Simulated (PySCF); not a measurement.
Species: C3H5O4 (doublet state).
Geometry (GFN2-xTB, Å), atoms numbered from 1 in this order:
```
atom  x, y, z in Å
O1     2.661    0.316   -0.556
C2     2.196   -0.448    0.230
O3     0.968   -0.962    0.213
C4     0.077   -0.504   -0.804
O5    -0.651    0.591   -0.395
C6    -1.605    0.359    0.591
O7    -2.398    1.430    0.842
H8     2.731   -0.868    1.097
H9     0.657   -0.186   -1.679
H10   -0.566   -1.365   -1.032
H11   -2.129   -0.587    0.563
H12   -1.940    2.224    0.536
```

The hyperfine couplings belong to this conformer and change with its torsions.

The species is `C(OCO[CH]O)=O` [radical].

Theory: UKS B3LYP, pcH-1 on C H O, non-relativistic, mean-field spin-orbit, GIAO (PySCF). One conformer (not necessarily the lowest) at the GFN2-xTB geometry, without solvent, vibrations or thermal averaging. The geometry wasn't refined by DFT: couplings that depend on bond lengths, twists or pyramidal angles can differ widely from those at the functional's own minimum. Stability of the SCF solution: not tested.

Question: The isotropic 17O couplings are -24.0, -21.4, +0.9 MHz. Assign them to O3; O5; O7.

Answer: 
```tsv
site	a_iso (MHz)	ρ(0) (bohr⁻³)	position	distance from C6 (Å)	spin population	largest |T| (MHz)
O3	+0.9	-0.0014	3 bonds from C6	2.92	+0.01	2.9
O5	-21.4	+0.0354	1 bond from C6	1.39	+0.06	42.3
O7	-24.0	+0.0395	1 bond from C6	1.36	+0.11	61.5
```

Question: The isotropic 13C couplings are +296.9, -2.2 MHz. Assign them to C4; C6.

Answer: 
```csv
site,a_iso (MHz),ρ(0) (bohr⁻³),position,distance from C6 (Å),spin population,largest |T| (MHz)
C4,-2.2,-0.0020,2 bonds from C6,2.35,0.00,1.8
C6,+296.9,+0.2641,largest spin population,0.00,+0.82,147.2
```

ρ(0) is the spin density at the nucleus and T the dipolar tensor; entries for several nuclei are means. The Mulliken spin populations are largest on C6 (+0.82), O7 (+0.11) and O5 (+0.06). C6 is the only atom above +0.15. The angles at C6 add up to 345.3°, so it is pyramidal.

Means are taken over nuclei equivalent by connectivity, which assumes that they swap fast.
